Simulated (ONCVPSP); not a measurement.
Before and after: ONCV potential for P

phosphorus, optimised norm-conserving Vanderbilt (ONCV), made with ONCVPSP 4.0.1 (PBE, scalar-relativistic). Core [Ne], reference 3s2 3p2 (charge +1). Waves: 3s: rc 1.45 bohr, ncon 4, nbas 9, qcut 3.7 1/bohr, 2 projectors, debl 2.7 Ha; 3p: rc 1.25 bohr, ncon 4, nbas 7, qcut 5.3 1/bohr, 2 projectors, debl 2.1 Ha. Local part: polynomial inside 1.20 bohr (lpopt 5, dvloc0 0 Ha). Core correction: Teter function, fcfact 4.5, rcfact 1.45.

Change: s: qcut 4.1.

Cutoffs: the cutoffs (Ha) at which the residual kinetic energy of the hardest occupied pseudo-wave falls to 1 and 0.1 mHa per electron; they do not see the model core or the augmentation charge, which bear on the density cutoff. Errors are all-electron minus pseudo energies relative to the spin-unpolarised reference configuration.

Problem. How do hardness, ghosts and transferability respond?

Solution. The potential gets neither clearly harder nor softer (74 Ha and 101 Ha → 74 Ha and 95 Ha); both files keep a bound ghost (p); of the 4 tests that both files solve, the error grows in 0 and shrinks in 1 by more than 15 % and 0.3 meV (median size 2.3 → 2.3 meV).

```tsv
quantity	base	changed
cutoff, loose	74 Ha	74 Ha
cutoff, tight	101 Ha	95 Ha
loose cutoff by channel	s 29 Ha, p 74 Ha	s 16 Ha, p 74 Ha
bound ghosts	p	p
GHOST(+) flags under 300 eV	s at 140.4 eV	s at 139.3 eV
error for 3s2 3p3, meV [ΔE -9.73 eV]	+2.2	+2.2
error for 3s2 3p1, meV [ΔE 19.15 eV]	+2.5	+2.3
error for 3s2 3p0, meV [ΔE 48.89 eV]	+8.6	+7.8
error for 3s0 3p5, meV [ΔE 7.47 eV]	-2.1	+1.4
s: phases at 1.47 bohr within 0.05 rad from the reference energy up to (Ha; the scan ends near 5)	4.3	4.3
p: phases at 1.27 bohr within 0.05 rad from the reference energy up to (Ha; the scan ends near 5)	4.8	4.8
rms error of d²Exc/dni dnj with the model core, mHa	1.42	1.35
```

 A true bound ghost makes a file unfit for plane-wave use even where its test errors are small: the radial tests pick states by their node count and pass the ghost by.
